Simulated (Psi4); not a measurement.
P, quartet; Psi4 with CCSD(T)/def2-SVP.

Input for Psi4:
```
memory 2 GB

molecule mol {
0 4
P     0.000000    0.000000    0.000000
}

set {
  basis def2-svp
  reference uhf
  cc_type df
  mp2_type df
  scf_type df
}

energy('ccsd(t)')
print_variables()
```

The log (banner, timings and long lists left out):

```
Traceback (most recent call last):
  File "psi4", line 375, in <module>
  File "<string>", line 25, in <module>
  File "site-packages/psi4/driver/driver.py", line 461, in energy
  File "site-packages/psi4/driver/task_planner.py", line 255, in task_planner
  File "site-packages/psi4/driver/driver_util.py", line 222, in negotiate_derivative_type
  File "site-packages/psi4/driver/driver_util.py", line 344, in highest_analytic_derivative_available

psi4.driver.p4util.exceptions.MissingMethodError: Method=ccsd(t) is not available for any derivative level under conditions CC_TYPE=DF, REFERENCE=UHF, FREEZE_CORE=FALSE, QC_MODULE=(auto). See https://psicode.org/psi4manual/master/introduction.html#ss-ccsd-prt-pr. Or did you mean? ccsd(at) a-ccsd(t) ccsd(t)_l bccd(t) qcisd(t)

Printing out the relevant lines from the Psithon --> Python processed input file:
    core.set_global_option("BASIS", "def2-svp")
    core.set_global_option("REFERENCE", "uhf")
    core.set_global_option("CC_TYPE", "df")
    core.set_global_option("MP2_TYPE", "df")
    core.set_global_option("SCF_TYPE", "df")
--> energy('ccsd(t)')
    print_variables()

!----------------------------------------------------------------------------------!
!                                                                                  !
!  Method=ccsd(t) is not available for any derivative level under conditions       !
!     CC_TYPE=DF, REFERENCE=UHF, FREEZE_CORE=FALSE, QC_MODULE=(auto). See          !
!     https://psicode.org/psi4manual/master/introduction.html#ss-ccsd-prt-pr. Or   !
!     did you mean? ccsd(at) a-ccsd(t) ccsd(t)_l bccd(t) qcisd(t)                  !
!                                                                                  !
!----------------------------------------------------------------------------------!
```

The input was rejected before any calculation.
